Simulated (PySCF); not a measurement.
Worked example: chemical shift, span and skew from a shielding tensor

C₂H₅Si, SMILES C[Si][CH2] (connectivity only; charge and spin as stated), charge +1, multiplicity 1. Atoms are numbered in the order given.

```xyz
8

C      0.2907     1.6854     0.0000
Si    -0.3231     0.0944     0.0000
C      0.2101    -1.6682     0.0000
H      0.2447     2.2773     0.9160
H      0.2447     2.2773    -0.9160
H      0.8336    -1.8145    -0.8909
H     -0.6386    -2.3506     0.0000
H      0.8336    -1.8145     0.8909
```
Charge +1, spin multiplicity 1.

Geometry optimised at TPSSh-D3(BJ)/def2-TZVP. The multiplicity is an assumed one; other spin states were not compared. The isomer is the one that the SMILES or the coordinates give; other isomers of the formula were not compared.

GIAO shieldings from PySCF with HF/pcSseg-2, non-relativistic, no solvent. The symmetric part of the tensor of Si2 has the principal values -393.0, -22.9, 81.2 ppm. The same nucleus in TMS has σ = 383.2 ppm at this level (PySCF, at its B3LYP-D3(BJ)/def2-TZVP geometry).

Task: Work out the isotropic shielding, the ²⁹Si shift against TMS, the span and the skew.

Result: 
σ(iso) = (σ11 + σ22 + σ33)/3 = -111.6 ppm. δ = σ(ref) − σ(iso) = 383.2 − (-111.6) = 494.8 ppm.
Span Ω = σ33 − σ11 = 474.2 ppm. Skew κ = 3(σ(iso) − σ22)/Ω = -0.56. Tumbling in solution averages the tensor to δ; in a static solid the shielding alone would spread this spin-1/2 line over Ω.
